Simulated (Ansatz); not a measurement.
Basis-set extrapolation for H7NOSi2 (`O[SiH2]N[SiH3]`) (PBE0-D4/def2-TZVP geometry, frozen core, Ansatz). Multiplicity 1, RHF reference.

|  | def2-TZVPP | def2-QZVPP |
| --- | --- | --- |
| HF | -711.443554 | -711.469220 |
| MP2 correlation | -0.705866 | -0.760018 |
| CCSD(T) correlation | -0.775578 | not run |

Energies in hartree. Use E(X) = E(∞) + A·exp(−7.88·√X) for Hartree–Fock and E(X) = E(∞) + B·X^(−2.97) for correlation, with X = 3 and 4, and add CCSD(T) minus MP2 of the smaller set to the MP2 limit.

Q: What is the CCSD(T) energy at the basis-set limit?

A: HF limit: -711.469220 + (-0.025666) × 0.13774 = -711.47276. MP2 limit: -0.760018 + (-0.054152) × 0.74074 = -0.80013. Higher-order term: -0.775578 − (-0.705866) = -0.06971. Total: -712.34260 hartree, 77.5 kcal/mol below CCSD(T)/def2-TZVPP.
